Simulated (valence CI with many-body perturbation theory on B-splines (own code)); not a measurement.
# E1 transitions of Yb LVIII

Method: valence CI with perturbative core correlation (CI+MBPT): three valence electrons over a frozen Dirac-Fock core [Ne], radial functions for each j: 11 s, 11 p, 10 d, 8 f, 5 g, 2 h, with the one-electron correlation potential Σ1, the two-electron term Σ2, the three-electron term Σ3, Breit, model QED; selected CI, second order for the rest, scaled by the run's own slope (own B-spline code, finite nucleus).

The last digits are not significant, and no measured levels were compared; by estimate large intervals hold to a few tenths of a per cent, small ones and those within an open d or f shell to about a per cent.

Lines 151 to 200 of 589 in falling wavelength, among levels below 2861.2 eV, chosen from the strongest by gf and those to the six lowest levels. Wavelengths and rates use the calculated energies. Electric multipoles are in the length gauge with retardation, E1 and E2 with the static RPA response of the core. Weak lines are less certain than strong ones. Lines between different terms over intervals too small for the method are left out, as are lines whose strength nearly cancels. The highest levels of a list are the least certain.

Levels are named by their leading jj configuration (3d3/2^4 stands for four electrons in 3d with j = 3/2), which in mixed levels can hold well under half, so a name can repeat and another be missing. Letters in brackets count levels of one name in rising energy.

| λ vac (nm) | Upper | Lower | A (s⁻¹) | S (a.u.) |
| --- | --- | --- | --- | --- |
| 4.593 | (3d3/2^2 3d5/2) J=5/2 [b] | (3p3/2 3d3/2^2) J=3/2 [b] | 2.21e+11 | 6.35e-02 |
| 4.591 | (3d3/2^2 3d5/2) J=1/2 | (3p3/2 3d3/2^2) J=1/2 | 1.77e+11 | 1.69e-02 |
| 4.591 | (3s 3d3/2 3d5/2) J=7/2 [a] | (3s 3p3/2 3d3/2) J=5/2 [a] | 1.86e+11 | 7.09e-02 |
| 4.582 | (3p3/2 3d5/2^2) J=1/2 | (3p3/2^2 3d5/2) J=1/2 | 4.39e+11 | 4.17e-02 |
| 4.575 | (3s 3d5/2^2) J=1/2 | (3s 3p3/2 3d5/2) J=3/2 [b] | 2.99e+11 | 2.82e-02 |
| 4.574 | (3p1/2 3d3/2 3d5/2) J=1/2 | (3p1/2 3p3/2 3d3/2) J=1/2 [a] | 1.97e+11 | 1.86e-02 |
| 4.574 | (3p3/2 3d3/2 3d5/2) J=9/2 [b] | (3p3/2^2 3d3/2) J=7/2 | 4.48e+11 | 2.11e-01 |
| 4.572 | (3p1/2 3d3/2 3d5/2) J=3/2 [a] | (3p1/2 3p3/2 3d3/2) J=3/2 [a] | 1.29e+11 | 2.44e-02 |
| 4.572 | (3p3/2^2 3d5/2) J=3/2 | (3p3/2^3) J=3/2 | 3.67e+11 | 6.93e-02 |
| 4.570 | (3p1/2 3p3/2 3d5/2) J=3/2 [b] | (3p1/2 3p3/2^2) J=1/2 | 1.45e+11 | 2.73e-02 |
| 4.570 | (3p3/2 3d5/2^2) J=3/2 [a] | (3p3/2^2 3d5/2) J=5/2 [a] | 2.62e+11 | 4.93e-02 |
| 4.569 | (3p1/2 3d3/2 3d5/2) J=7/2 [b] | (3p1/2 3p3/2 3d3/2) J=5/2 [b] | 2.05e+11 | 7.71e-02 |
| 4.567 | (3p3/2 3d3/2 3d5/2) J=1/2 [b] | (3p3/2^2 3d3/2) J=3/2 [b] | 3.03e+11 | 2.85e-02 |
| 4.561 | (3p1/2 3d3/2 3d5/2) J=5/2 [a] | (3p1/2 3p3/2 3d3/2) J=5/2 [a] | 8.63e+10 | 2.43e-02 |
| 4.559 | (3p3/2 3d5/2^2) J=5/2 [b] | (3p3/2^2 3d5/2) J=5/2 [a] | 2.28e+11 | 6.40e-02 |
| 4.556 | (3p3/2 3d3/2 3d5/2) J=3/2 [b] | (3p3/2^2 3d3/2) J=1/2 | 1.53e+11 | 2.85e-02 |
| 4.556 | (3d3/2^2 3d5/2) J=3/2 | (3p3/2 3d3/2^2) J=3/2 [a] | 1.33e+11 | 2.48e-02 |
| 4.552 | (3p3/2 3d3/2 3d5/2) J=5/2 [c] | (3p3/2^2 3d3/2) J=5/2 | 1.81e+11 | 5.05e-02 |
| 4.551 | (3d3/2 3d5/2^2) J=3/2 [a] | (3p3/2 3d3/2 3d5/2) J=5/2 [b] | 1.34e+11 | 2.49e-02 |
| 4.547 | (3s 3p1/2 3d5/2) J=7/2 | (3s 3p1/2 3p3/2) J=5/2 | 1.41e+11 | 5.24e-02 |
| 4.546 | (3d3/2 3d5/2^2) J=3/2 [a] | (3p3/2 3d3/2 3d5/2) J=3/2 [a] | 1.90e+11 | 3.53e-02 |
| 4.544 | (3s^2 3d5/2) J=5/2 | (3s^2 3p3/2) J=3/2 | 2.18e+11 | 6.07e-02 |
| 4.542 | (3p3/2 3d5/2^2) J=3/2 [b] | (3p3/2^2 3d5/2) J=5/2 [b] | 2.18e+11 | 4.03e-02 |
| 4.542 | (3p1/2 3d3/2 3d5/2) J=3/2 [b] | (3p1/2 3p3/2 3d3/2) J=1/2 [b] | 1.13e+11 | 2.08e-02 |
| 4.540 | (3d3/2 3d5/2^2) J=3/2 [b] | (3p3/2 3d3/2 3d5/2) J=5/2 [d] | 2.66e+11 | 4.92e-02 |
| 4.530 | (3p3/2^2 3d5/2) J=5/2 [b] | (3p3/2^3) J=3/2 | 4.98e+11 | 1.37e-01 |
| 4.525 | (3s 3d5/2^2) J=5/2 | (3s 3p3/2 3d5/2) J=3/2 [a] | 5.27e+10 | 1.44e-02 |
| 4.523 | (3p1/2 3p3/2 3d5/2) J=5/2 [b] | (3p1/2 3p3/2^2) J=3/2 | 3.81e+11 | 1.04e-01 |
| 4.522 | (3s 3p3/2 3d5/2) J=5/2 [b] | (3s 3p3/2^2) J=3/2 | 4.20e+11 | 1.15e-01 |
| 4.520 | (3p1/2^2 3d5/2) J=5/2 | (3p1/2^2 3p3/2) J=3/2 | 1.04e+11 | 2.85e-02 |
| 4.510 | (3d3/2 3d5/2^2) J=7/2 [a] | (3p3/2 3d3/2 3d5/2) J=7/2 [a] | 1.23e+11 | 4.47e-02 |
| 4.500 | (3p3/2 3d5/2^2) J=3/2 [b] | (3p3/2^2 3d5/2) J=3/2 | 5.09e+11 | 9.15e-02 |
| 4.494 | (3p1/2 3p3/2 3d5/2) J=7/2 [b] | (3p1/2 3p3/2^2) J=5/2 | 2.76e+11 | 9.90e-02 |
| 4.488 | (3s 3p3/2 3d5/2) J=7/2 [a] | (3s 3p3/2^2) J=5/2 | 2.28e+11 | 8.15e-02 |
| 4.482 | (3s 3d5/2^2) J=5/2 | (3s 3p3/2 3d5/2) J=7/2 [a] | 6.22e+10 | 1.66e-02 |
| 4.480 | (3s 3d3/2 3d5/2) J=5/2 [a] | (3s 3p3/2 3d3/2) J=3/2 [a] | 1.96e+11 | 5.22e-02 |
| 4.479 | (3s 3p1/2 3d5/2) J=5/2 [a] | (3s 3p1/2 3p3/2) J=3/2 [a] | 2.10e+11 | 5.60e-02 |
| 4.476 | (3p1/2 3d5/2^2) J=9/2 | (3p1/2 3p3/2 3d5/2) J=9/2 | 7.17e+10 | 3.17e-02 |
| 4.475 | (3p1/2 3d5/2^2) J=1/2 | (3p1/2 3p3/2 3d5/2) J=3/2 [b] | 3.48e+11 | 3.08e-02 |
| 4.469 | (3p1/2 3d5/2^2) J=5/2 | (3p1/2 3p3/2 3d5/2) J=5/2 [a] | 1.87e+11 | 4.96e-02 |
| 4.467 | (3d3/2 3d5/2^2) J=1/2 | (3p3/2 3d3/2 3d5/2) J=1/2 [a] | 1.72e+11 | 1.51e-02 |
| 4.456 | (3s 3p3/2 3d5/2) J=3/2 [b] | (3s 3p3/2^2) J=1/2 | 2.02e+11 | 3.53e-02 |
| 4.440 | (3d3/2 3d5/2^2) J=11/2 | (3p3/2 3d3/2 3d5/2) J=11/2 | 7.61e+10 | 3.95e-02 |
| 4.439 | (3p3/2 3d3/2 3d5/2) J=5/2 [c] | (3p3/2^2 3d3/2) J=3/2 [a] | 1.46e+11 | 3.79e-02 |
| 4.431 | (3d3/2 3d5/2^2) J=5/2 [a] | (3p3/2 3d3/2 3d5/2) J=5/2 [a] | 6.37e+10 | 1.64e-02 |
| 4.426 | (3p1/2 3d5/2^2) J=3/2 | (3p1/2 3p3/2 3d5/2) J=3/2 [a] | 2.16e+11 | 3.70e-02 |
| 4.423 | (3s 3d3/2 3d5/2) J=3/2 [a] | (3s 3p3/2 3d3/2) J=1/2 [a] | 1.88e+11 | 3.20e-02 |
| 4.410 | (3p1/2 3d5/2^2) J=7/2 | (3p1/2 3p3/2 3d5/2) J=7/2 [a] | 7.88e+10 | 2.67e-02 |
| 4.408 | (3d3/2 3d5/2^2) J=7/2 [b] | (3p3/2 3d3/2 3d5/2) J=7/2 [b] | 1.67e+11 | 5.64e-02 |
| 4.401 | (3p3/2 3d3/2 3d5/2) J=3/2 [b] | (3p3/2^2 3d3/2) J=3/2 [a] | 1.72e+11 | 2.89e-02 |
